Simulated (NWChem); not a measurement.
F[SiH2][Si@@H](Cl)F (Si$_{2}$H$_{3}$ClF$_{2}$), optimised at PBE0/def2-SVP with NWChem:

```
Property                           Result
---------------------------------  ------
highest occupied level (eV)         -8.44
orbital gap (eV)                     7.46
dipole (D)                           2.47
highest harmonic frequency (cm⁻¹)    2263
zero-point energy (kcal/mol)         21.4
```

All stand in one matching conformer (torsions within 35°), which need not be the lowest.

Q: One F atom is replaced by H, giving F[Si@@H]([SiH3])Cl (Si₂H₄ClF), optimised at the same level. How do these values move?

A: 
```tsv
quantity	new value	change
highest occupied level (eV)	-8.39	+0.05
orbital gap (eV)	8.02	+0.56
dipole (D)	1.69	-0.78
highest harmonic frequency (cm⁻¹)	2267	+4
zero-point energy (kcal/mol)	24.1	+2.7
```
